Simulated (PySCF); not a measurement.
C3H6F2Si, SMILES [C@@H]1([C@@H](C1[SiH3])F)F. The structure is a stationary point at PBE-D3(BJ)/def2-SVP. The structure was generated by enumeration; whether it is a known compound was not checked.

Calculation: PBE-D3(BJ)/def2-SVP (PySCF 2.14.0).

Harmonic wavenumbers (cm⁻¹): 103, 131, 183, 275, 296, 425, 468, 572, 647, 735, 874, 889, 899, 914, 917, 962, 995, 1040, 1071, 1141, 1164, 1216, 1276, 1424, 2169, 2178, 2183, 3076, 3084, 3092. Rotational constants (GHz): 3.748, 2.029, 1.452; symmetry number 1.

**Question.** Work out the zero-point energy and the ideal-gas rigid-rotor harmonic-oscillator thermochemistry at 298.15 K and 1 atm.

**Answer.** ZPE = ½ Σ hcν = ½ × 34399 cm⁻¹ = 49.18 kcal/mol. H − E(el) = 54.25 kcal/mol. Entropy in cal/(mol K): translation 39.95, rotation 27.77, vibration 15.64, total 83.36. G − E(el) = 29.39 kcal/mol. Cp = 27.51 cal/(mol K). Modes under 150 cm⁻¹ make the vibrational entropy uncertain.
